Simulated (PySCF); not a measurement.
A mixed set of molecules.

All values: B3LYP/def2-SVPD (PySCF) at PBE0-D3(BJ)/def2-SVP geometries, gas phase, one conformer each. Core orbitals are frozen in the response; Δα² is half the sum of the squared differences of the principal polarisabilities.

Question: Rank by HOMO–LUMO gap, lowest first.
A. `CC(C)[Si@H](O)N(C)C`
B. `N([Si@H]([C@@H](CC)C)O)C`
C. `O=Cc1cccc2c1C=C[SiH2]2`
D. `N([SiH2]OC(C)C)(C)C`
E. `CCC[Si@H](N)OCC`
F. `COCC(C)(C)[SiH2]N`

Answer: C (4.57 eV), A (6.19 eV), D (6.54 eV), B (6.67 eV), F (6.93 eV), E (7.32 eV).

Question: Rank by mean static polarisability, highest first.
A. `N(C)([Si@H](C(C)C)O)C`
B. `COCC(C)(C)[SiH2]N`
C. `O=Cc1cccc2c1C=C[SiH2]2`

Answer: C (20.29 Å³), B (15.38 Å³), A (15.06 Å³).

Question: Rank by polarisability anisotropy Δα, lowest first.
A. `[CH3:1][CH2:2][CH2:3][Si@H:4]([NH2:5])[O:6][CH2:7][CH3:8]` with C1–C2–C3–Si4 178°, C2–C3–Si4–N5 -60°, C3–Si4–N5–H 153° and -54°, C3–Si4–O6–C7 -176°, Si4–O6–C7–C8 -93°
B. `[CH3:1][CH2:2][C@@H:3]([CH3:4])[Si@H:5]([OH:6])[NH:7][CH3:8]` with C1–C2–C3–C4 61°, C2–C3–Si5–O6 -173°, C3–Si5–O6–H -75°, C3–Si5–N7–C8 -171°
C. `[CH3:1][CH:2]([CH3:3])[Si@H:4]([OH:5])[N:6]([CH3:7])[CH3:8]` with C1–C2–Si4–O5 -63°, C2–Si4–O5–H -68°, C2–Si4–N6–C7 167°
D. `[CH3:1][O:2][CH2:3][C:4]([CH3:5])([CH3:6])[SiH2:7][NH2:8]` with C1–O2–C3–C4 -179°, O2–C3–C4–C5 -67°, C3–C4–Si7–N8 163°, C4–Si7–N8–H -146° and 78°
E. `[O:1]=[CH:2][c:3]1[cH:4][cH:5][cH:6][c:7]2[c:8]1[CH:9]=[CH:10][SiH2:11]2` with O1–C2–C3–C4 0°

Answer: D (2.35 Å³), C (3.26 Å³), B (3.65 Å³), A (4.57 Å³), E (14.27 Å³).

All values together:

```csv
SMILES,formula,μ (D),HOMO (eV),LUMO (eV),α (Å³),Δα (Å³),electrons,α per electron (Å³),ΔSCF removal energy (eV)
CC(C)O[SiH2]N(C)C,C5H15NOSi,1.58,-6.28,0.26,15.12,2.48,74,0.204,8.33
CC(C)[Si@H](O)N(C)C,C5H15NOSi,1.94,-6.16,0.03,15.06,3.26,74,0.204,8.22
O=Cc1cccc2c1C=C[SiH2]2,C9H8OSi,3.16,-6.88,-2.30,20.29,14.27,84,0.242,–
CCC[Si@H](N)OCC,C5H15NOSi,1.43,-7.10,0.21,15.11,4.57,74,0.204,9.19
COCC(C)(C)[SiH2]N,C5H15NOSi,0.32,-6.79,0.14,15.38,2.35,74,0.208,8.71
CC[C@@H](C)[Si@H](O)NC,C5H15NOSi,2.26,-6.58,0.09,15.00,3.65,74,0.203,8.74
```

Conformers: `[CH3:1][CH:2]([CH3:3])[O:4][SiH2:5][N:6]([CH3:7])[CH3:8]` with C1–C2–O4–Si5 -146°, C2–O4–Si5–N6 -65°, O4–Si5–N6–C7 93°; `[CH3:1][CH:2]([CH3:3])[Si@H:4]([OH:5])[N:6]([CH3:7])[CH3:8]` with C1–C2–Si4–O5 -63°, C2–Si4–O5–H -68°, C2–Si4–N6–C7 167°; `[O:1]=[CH:2][c:3]1[cH:4][cH:5][cH:6][c:7]2[c:8]1[CH:9]=[CH:10][SiH2:11]2` with O1–C2–C3–C4 0°; `[CH3:1][CH2:2][CH2:3][Si@H:4]([NH2:5])[O:6][CH2:7][CH3:8]` with C1–C2–C3–Si4 178°, C2–C3–Si4–N5 -60°, C3–Si4–N5–H 153° and -54°, C3–Si4–O6–C7 -176°, Si4–O6–C7–C8 -93°; `[CH3:1][O:2][CH2:3][C:4]([CH3:5])([CH3:6])[SiH2:7][NH2:8]` with C1–O2–C3–C4 -179°, O2–C3–C4–C5 -67°, C3–C4–Si7–N8 163°, C4–Si7–N8–H -146° and 78°; `[CH3:1][CH2:2][C@@H:3]([CH3:4])[Si@H:5]([OH:6])[NH:7][CH3:8]` with C1–C2–C3–C4 61°, C2–C3–Si5–O6 -173°, C3–Si5–O6–H -75°, C3–Si5–N7–C8 -171°.

A dash marks a removal energy that wasn't run or isn't settled.

Q: By how much does the ΔSCF value exceed −ε(HOMO) over the species that have both?

A: By 1.92 to 2.15 eV, 2.05 eV on average, over 5 species.
